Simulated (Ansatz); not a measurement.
`C=C[SiH](F)C=C` and `C=C[SiH](Cl)C=C` differ in one element.

Ansatz, PBE0-D4/def2-TZVP geometries, multiplicity 1. Each molecule was computed in one conformer, which needn't be the lowest.

```
                                          property  `C=C[SiH](F)C=C`
    size of the dipole moment (PBE/def2-TZVPP) / D              1.96
              HOMO–LUMO gap (PBE0/def2-TZVPP) / eV              7.27
               LUMO energy (B3LYP/def2-TZVPP) / eV             -1.10
                 HOMO energy (PBE/def2-TZVPP) / eV             -7.03
size of the dipole moment (ωB97M-V/def2-TZVPP) / D              2.05
                LUMO energy (PBE0/def2-TZVPP) / eV             -0.90
```

Problem. Give the same properties after the change, and the shifts. (Best estimate.)

Solution. The calculation gave: 
```csv
property,`C=C[SiH](Cl)C=C`,shift
size of the dipole moment (PBE/def2-TZVPP) / D,2.12,0.16
HOMO–LUMO gap (PBE0/def2-TZVPP) / eV,7.26,-0.01
LUMO energy (B3LYP/def2-TZVPP) / eV,-1.10,0.00
HOMO energy (PBE/def2-TZVPP) / eV,-7.00,0.03
size of the dipole moment (ωB97M-V/def2-TZVPP) / D,2.23,0.18
LUMO energy (PBE0/def2-TZVPP) / eV,-0.90,0.00
```

Dipoles are sizes alone; their direction can turn.

Positive LUMOs are unbound, so they and the gaps depend on the basis.

B3LYP here is the variant with VWN-RPA as its local correlation; programs differ in this.
